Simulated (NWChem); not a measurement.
System: SiH$_{3}$O$_{2}$Cl; SMILES O[SiH](O)Cl

NWChem input:

```
start job
memory heap 200 mb stack 900 mb global 1100 mb
geometry units angstroms noautosym nocenter noautoz
  Si    -0.021586     0.466942     0.406412
  O     -1.316883     1.240694    -0.236439
  O      1.362084     1.148431    -0.178892
  Cl     0.021084    -1.539311    -0.117734
  H     -0.168304     0.552160     1.870959
  H     -1.312303     1.396865    -1.186145
  H      2.123847     0.573157    -0.295053
end
basis spherical
  * library def2-svpd
end
dft
  xc b3lyp
  iterations 150
end
property
  response 1 0.0
end
task dft property
```

NWChem printed, in part:

```
             Northwest Computational Chemistry Package (NWChem) 7.3.0
             --------------------------------------------------------

                             Geometry "geometry" -> ""
                             -------------------------

 Output coordinates in angstroms (scale by  1.889725989 to convert to a.u.)

  No.       Tag          Charge          X              Y              Z
 ---- ---------------- ---------- -------------- -------------- --------------
    1 Si                  14.0000    -0.02158600     0.46694200     0.40641200
    2 O                    8.0000    -1.31688300     1.24069400    -0.23643900
    3 O                    8.0000     1.36208400     1.14843100    -0.17889200
    4 Cl                  17.0000     0.02108400    -1.53931100    -0.11773400
    5 H                    1.0000    -0.16830400     0.55216000     1.87095900
    6 H                    1.0000    -1.31230300     1.39686500    -1.18614500
    7 H                    1.0000     2.12384700     0.57315700    -0.29505300

 Effective nuclear repulsion energy (a.u.)     228.3118821444

                              NWChem Property Module
                              ----------------------

                                 NWChem DFT Module
                                 -----------------

 Summary of "ao basis" -> "ao basis" (spherical)
 ------------------------------------------------------------------------------
       Tag                 Description            Shells   Functions and Types
 ---------------- ------------------------------  ------  ---------------------
 Si                        def2-svpd                10       24   5s3p2d
 O                         def2-svpd                 9       23   4s3p2d
 Cl                        def2-svpd                11       27   5s4p2d
 H                         def2-svpd                 4        8   2s2p

            General Information
            -------------------
          SCF calculation type: DFT
          Wavefunction type:  closed shell.
          No. of atoms     :     7
          No. of electrons :    50
           Alpha electrons :    25
            Beta electrons :    25
          Charge           :     0
          Spin multiplicity:     1
          Use of symmetry is: off; symmetry adaption is: off
          Maximum number of iterations: 150
          AO basis - number of functions:   121
                     number of shells:    51
          Convergence on energy requested:  1.00D-06
          Convergence on density requested:  1.00D-05
          Convergence on gradient requested:  5.00D-04

              XC Information
              --------------
                         B3LYP Method XC Potential
                     Hartree-Fock (Exact) Exchange  0.200
                        Slater Exchange Functional  0.800 local
                    Becke 1988 Exchange Functional  0.720 non-local
              Lee-Yang-Parr Correlation Functional  0.810
                  VWN I RPA Correlation Functional  0.190 local

             Grid Information
             ----------------
          Grid used for XC integration:  medium
          Radial quadrature: Mura-Knowles
          Angular quadrature: Lebedev.
          Tag              B.-S. Rad. Rad. Pts. Rad. Cut. Ang. Pts.
          ---              ---------- --------- --------- ---------
          Si                  1.10       88          11.0       590
          O                   0.60       49          12.0       434
          Cl                  1.00       88          11.0       590
          H                   0.35       45          12.0       434
          Grid pruning is: on
          Number of quadrature shells:   409
          Spatial weights used:  Erf1

      Superposition of Atomic Density Guess
      -------------------------------------

 Sum of atomic energies:        -898.95486849

      Non-variational initial energy
      ------------------------------

 Total energy =    -900.135181
 1-e energy   =   -1696.898731
 2-e energy   =     568.451668
 HOMO         =      -0.421941
 LUMO         =       0.030386

   convergence    iter        energy       DeltaE   RMS-Dens  Diis-err
 ---------------- ----- ----------------- --------- --------- ---------
 d= 0,ls=0.0,diis     1   -901.7006444287 -1.13D+03  1.66D-02  8.99D-01
 d= 0,ls=0.0,diis     2   -901.6322523581  6.84D-02  7.96D-03  1.68D+00
 d= 0,ls=0.0,diis     3   -901.7922763435 -1.60D-01  1.39D-03  4.01D-02
 d= 0,ls=0.0,diis     4   -901.7953945364 -3.12D-03  6.48D-04  5.43D-03
 d= 0,ls=0.0,diis     5   -901.7961346183 -7.40D-04  9.84D-05  1.64D-04
  Resetting Diis
 d= 0,ls=0.0,diis     6   -901.7961550985 -2.05D-05  2.03D-05  8.05D-06
 d= 0,ls=0.0,diis     7   -901.7961556793 -5.81D-07  2.02D-05  2.42D-06
 d= 0,ls=0.0,diis     8   -901.7961552039  4.75D-07  1.26D-05  7.57D-06
 d= 0,ls=0.0,diis     9   -901.7961559092 -7.05D-07  7.01D-07  5.55D-09

         Total DFT energy =     -901.796155909191
      One electron energy =    -1699.607108696171
           Coulomb energy =      637.070882170294
    Exchange-Corr. energy =      -67.571811527743
 Nuclear repulsion energy =      228.311882144428

 Numeric. integr. density =       49.999998365128

                       DFT Final Molecular Orbital Analysis
                       ------------------------------------

 Vector   23  Occ=2.000000D+00  E=-3.446384D-01
              MO Center=  5.1D-01,  5.2D-01,  1.5D-01, r^2= 3.3D+00
   Bfn.  Coefficient  Atom+Function         Bfn.  Coefficient  Atom+Function
  ----- ------------  ---------------      ----- ------------  ---------------
    54      0.402537  3 O  pz                57      0.288440  3 O  pz
    83      0.251601  4 Cl py                98     -0.201810  5 H  s
    80      0.199971  4 Cl py                29      0.171728  2 O  px
    53      0.169936  3 O  py                52      0.162895  3 O  px
     4     -0.150966  1 Si s                 30      0.140723  2 O  py

 Vector   24  Occ=2.000000D+00  E=-3.356686D-01
              MO Center= -9.4D-02, -1.1D+00,  5.5D-03, r^2= 2.4D+00
   Bfn.  Coefficient  Atom+Function         Bfn.  Coefficient  Atom+Function
  ----- ------------  ---------------      ----- ------------  ---------------
    84      0.512598  4 Cl pz                81      0.399367  4 Cl pz
    78      0.229916  4 Cl pz                82      0.206005  4 Cl px
    30     -0.195481  2 O  py                79      0.161333  4 Cl px
    98     -0.136495  5 H  s                 33     -0.132300  2 O  py
    83     -0.118031  4 Cl py                80     -0.097681  4 Cl py

 Vector   25  Occ=2.000000D+00  E=-3.325660D-01
              MO Center= -1.8D-02, -8.3D-01, -5.2D-02, r^2= 3.0D+00
   Bfn.  Coefficient  Atom+Function         Bfn.  Coefficient  Atom+Function
  ----- ------------  ---------------      ----- ------------  ---------------
    82      0.495079  4 Cl px                79      0.385682  4 Cl px
    76      0.221981  4 Cl px                84     -0.215521  4 Cl pz
    30     -0.210119  2 O  py                53      0.181022  3 O  py
    81     -0.166868  4 Cl pz                33     -0.145954  2 O  py
    56      0.125710  3 O  py                98      0.115929  5 H  s

 Vector   26  Occ=0.000000D+00  E=-1.197190D-02
              MO Center=  6.2D-01,  6.6D-01, -7.3D-01, r^2= 8.7D+00
   Bfn.  Coefficient  Atom+Function         Bfn.  Coefficient  Atom+Function
  ----- ------------  ---------------      ----- ------------  ---------------
     5      2.974542  1 Si s                 51     -1.029320  3 O  s
    75     -0.676658  4 Cl s                 58      0.618949  3 O  px
    28     -0.600029  2 O  s                 37     -0.564081  2 O  pz
    14     -0.532443  1 Si pz                86     -0.417564  4 Cl py
    60     -0.398583  3 O  pz                22     -0.347542  1 Si d  0

 Vector   27  Occ=0.000000D+00  E= 6.816287D-03
              MO Center=  1.3D-01,  6.6D-01, -1.9D-01, r^2= 8.4D+00
   Bfn.  Coefficient  Atom+Function         Bfn.  Coefficient  Atom+Function
  ----- ------------  ---------------      ----- ------------  ---------------
     4      0.941125  1 Si s                 28     -0.938467  2 O  s
    37     -0.669039  2 O  pz                51     -0.640778  3 O  s
    58     -0.622602  3 O  px                35     -0.581684  2 O  px
    23      0.435104  1 Si d  1              12     -0.405046  1 Si px
    36      0.399150  2 O  py                85     -0.297402  4 Cl px

 Vector   28  Occ=0.000000D+00  E= 2.131040D-02
              MO Center=  1.6D-02, -4.9D-01,  4.7D-01, r^2= 7.4D+00
   Bfn.  Coefficient  Atom+Function         Bfn.  Coefficient  Atom+Function
  ----- ------------  ---------------      ----- ------------  ---------------
     5      0.999061  1 Si s                 28     -0.635550  2 O  s
    51     -0.518831  3 O  s                 86      0.508386  4 Cl py
     4     -0.469845  1 Si s                 75     -0.446913  4 Cl s
    13      0.368430  1 Si py                74      0.363182  4 Cl s
    10      0.304034  1 Si py                 3     -0.283642  1 Si s

     Multipole analysis of the density
     ---------------------------------

[...]

 DFT Linear Response polarizability / au
 Frequency  =       0.0000000 / au
              X              Y              Z
 -----------------------------------------------
 X      45.4785185     -0.6639600     -0.1935607
 Y      -0.6639627     52.7721383      1.3946966
 Z      -0.1935577      1.3947020     44.2511542
 -----------------------------------------------
 Eigenvalues =      45.4217253     53.0567451     44.0233406
 Isotropic   =      47.5006037
 Anisotropic =       8.4217398
 -----------------------------------------------

 Magnetic Dipole Response Matrix (nonzero elements):

 Exiting AOResponse driver routine
```

Level: B3LYP/def2-SVPD. Structure relaxed at the PBE0/def2-SVP level.
